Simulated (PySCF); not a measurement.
Xe (xenon, neutral) across methods

[Kr] 4d10 5s1 5p6 6p1, high-spin 3P determinant (an excited configuration). Calculation: PySCF 2.14, in aug-cc-pVTZ-PP with one added diffuse shell each of d, f type with ECP28MDF (6s5p5d3f, 67 functions); a scalar-relativistic core potential.

| method | E (hartree) | mean ε 5p α (eV) | mean ε 5p β (eV) | mean ε 6p α (eV) | Σ⟨r²⟩ (bohr²) | ⟨S²⟩ |
| --- | --- | --- | --- | --- | --- | --- |
| M06 | -328.5826 | -14.325 | -12.981 | -0.898 | 88.26 | 2.002 |
| r2SCAN | -328.6439 | -13.613 | -12.619 | -0.724 | 87.93 | 2.004 |
| PBE | -328.5262 | -13.087 | -12.341 | -0.771 | 87.70 | 2.001 |
| LDA | -328.0893 | -13.189 | -12.526 | -0.679 | 87.15 | 2.001 |
| PBEsol | -328.2222 | -13.097 | -12.370 | -0.719 | 87.53 | 2.001 |
| B97-3 | -328.5776 | -14.619 | -13.313 | -0.979 | 87.85 | 2.004 |
| PW91 | -328.6406 | -13.130 | -12.403 | -0.781 | 87.63 | 2.001 |
| UHF | -327.38941 | -18.107 | -14.991 | -1.630 | 89.08 | 2.012 |

(1) Estimate the same row for PBE0.

Energies and moments cover only the electrons outside the core potential. The outer electron is Rydberg-like, and this basis confines it to a smaller radius and binds it less than a complete one would.

Results:

(1) E (hartree) = -328.5298; mean ε 5p α (eV) = -14.583; mean ε 5p β (eV) = -13.319; mean ε 6p α (eV) = -1.079; Σ⟨r²⟩ (bohr²) = 87.86; ⟨S²⟩ = 2.002.
